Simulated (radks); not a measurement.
Results of a calculation; reference values are marked as such.
Question: These are the eigenvalues of the occupied orbitals of an atom or ion with whole-number occupations (Ry). Level of theory: Dirac Kohn-Sham, RPBE, spin-unpolarised, spherical densities, finite nucleus; Fermi nuclear charge, rms radius of each element as measured or else 0.836 A^(1/3) + 0.57 fm (a radial shooting solver on a logarithmic mesh with Libxc functionals).

| orbital | eigenvalue |
|---|---|
| 1s1/2 | -5100.103 |
| 2s1/2 | -880.6874 |
| 2p1/2 | -842.3438 |
| 2p3/2 | -742.9311 |
| 3s1/2 | -203.7257 |
| 3p1/2 | -186.6193 |
| 3p3/2 | -165.1218 |
| 3d3/2 | -136.2838 |
| 3d5/2 | -131.6086 |
| 4s1/2 | -42.96373 |
| 4p1/2 | -35.86269 |
| 4p3/2 | -30.88295 |
| 4d3/2 | -19.21232 |
| 4d5/2 | -18.29457 |
| 5s1/2 | -6.96974 |
| 5p1/2 | -4.87076 |
| 5p3/2 | -4.15074 |
| 4f5/2 | -3.69968 |
| 4f7/2 | -3.53523 |
| 5d3/2 | -1.48993 |
| 5d5/2 | -1.42834 |

Which element is it, and in what charge state? The configuration may be excited. Open shells, if any, are shared by 2j + 1.

Answer: Z = 74, tungsten, charge +2: W2+ in [Xe] 4f14 5d4. The list shows which subshells hold electrons but not how many an open one holds; the 1s level, -2550.1 hartree, gives Z - s = 71.4 by -(Z - s)^2/2, which with screening and relativity narrows Z to a few neighbours, and the depths of the outer levels then fix element, charge and occupations together.
